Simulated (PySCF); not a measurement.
# Calculated NMR parameters of C#C[SiH2]O[SiH2]C1CCC1

```yaml
Formula: C6H12OSi2
SMILES: C#C[SiH2]O[SiH2]C1CCC1
InChI: InChI=1S/C6H12OSi2/c1-2-8-7-9-6-4-3-5-6/h1,6H,3-5,8-9H2
Point_group_of_the_computed_structure: C1
Degrees_of_unsaturation: 3
Carbon_signals: 5
Proton_signals: 8
```

Numbering as in the mapped SMILES `[CH:1]#[C:2][SiH2:3][O:4][SiH2:5][CH:6]1[CH2:7][CH2:8][CH2:9]1`; H(Xn) means a hydrogen on atom n. Ha(C7), Ha(C8), Ha(C9) are cis to Si5 on the ring; Hb(C7), Hb(C8), Hb(C9) are trans to Si5 on the ring.

All values are calculated (PySCF 2.14.0 with density-fitted response routines): GIAO PBE0/pcSseg-1 shieldings, structure optimised with PBE0-D3(BJ)/def2-SVP. Non-relativistic Hamiltonian, fast rotation and ring inversion assumed for equivalent nuclei, no solvent model, one computed conformer.

δ = σ(ref) − σ, references computed at the same level: TMS for ¹H (σ = 31.27 ppm) and ¹³C (σ = 184.41 ppm) and ²⁹Si (σ = 351.99 ppm); ¹⁷O (σ = 334.56 ppm) vs H2O.

```tsv
carbon	δC, type	δH (multiplicity)	HMBC from (2–3 bonds)	span of the C tensor (ppm)
C1	104.7, CH	2.48 (t)	H(Si3)	243
C2	87.9, C	–	H(Si3), H(C1)	291
C6	21.9, CH	2.10 (m)	H(Si5), Hb(C8), Ha(C7)/Ha(C9), Ha(C8), Hb(C7)/Hb(C9)	41
C7/C9	24.8, CH2	Hb(C7) 1.87 (m); Ha(C7) 2.13 (m)	H(Si5), Hb(C8), Ha(C7)/Ha(C9), H(C6), Ha(C8), Hb(C7)/Hb(C9)	31
C8	25.5, CH2	Hb(C8) 2.32 (m); Ha(C8) 1.91 (m)	Ha(C7)/Ha(C9), H(C6), Hb(C7)/Hb(C9)	30
```

Other nuclei:
```csv
atoms,nucleus,environment,δ (ppm),σ (ppm)
H(Si3),¹H,"hydrogen on a silicon bonded to C, O",4.94,26.33
H(Si5),¹H,"hydrogen on a silicon bonded to C, O",4.89,26.37
Si5,²⁹Si,"silicon bonded to C, O, 2 H",-9.6,361.6
Si3,²⁹Si,"silicon bonded to C, O, 2 H",-51.6,403.6
O4,¹⁷O,oxygen bonded to 2 Si,29.2,305.4
```

1. Carbon types of the structure: 1 × C, 2 × CH, 3 × CH2, leaving 4 H on heteroatoms.
2. δC 104.7: terminal alkyne carbon; sp carbons lie upfield of alkene carbons because the cylindrical π system leaves one tensor component strongly shielded.
3. δC 87.9: alkyne carbon; sp carbons lie upfield of alkene carbons because the cylindrical π system leaves one tensor component strongly shielded.
4. δC 25.5, 24.8: sp3 CH2 in a ring; aliphatic region, no heteroatom directly attached.
5. δC 21.9: sp3 CH bonded to Si.
6. δH 2.48: hydrogen on a terminal alkyne carbon; it lies on the axis of the triple bond, in its shielding cone.

Shifts are as computed. Against solution values, carbons near 30 ppm lie about +2 ppm off and those near 130 ppm about +5 ppm. Of 1309 compounds with measured shifts, 239 miss one by over three times the rms of a fit or turn the order of signals round; such compounds aren't used in these exercises. Experimental scales use liquid or dissolved standards, which lie at an offset from isolated H2O (liquid H2O: subtract about 36 ppm). Multiplicities follow the n + 1 count of equivalent neighbours, as no J values were calculated; m marks all less simple cases, F and P coupling included.
